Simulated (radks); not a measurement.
Problem. Species: the antimony ion Sb12+. Configuration: [Kr] 4d3. Method: Dirac Kohn-Sham, LDA (Slater exchange, Perdew-Wang correlation), spin-unpolarised, spherical densities, finite nucleus; open shells are shared between the two j in proportion to 2j + 1; Fermi nuclear charge, rms radius 4.6802 fm; computed with a radial shooting solver on a logarithmic mesh with Libxc functionals.

Spin-orbit splittings of the eigenvalues, e(l+1/2) - e(l-1/2), with zeta = 2 splitting/(2l+1) and mean radii in bohr:

shell  occ.  splitting (eV)  zeta (eV)  <r> j=l-1/2  <r> j=l+1/2
2p        6               ?          ?       0.1033       0.1088
3p        6           46.80      31.20       0.3199       0.3311
3d       10           9.792      3.917       0.3015       0.3050
4p        6           10.35      6.899       0.7731       0.7946
4d        3           1.865     0.7461       0.8488       0.8553

Estimate the 2p splitting.

Solution. 251.5 eV (zeta = 167.7 eV).
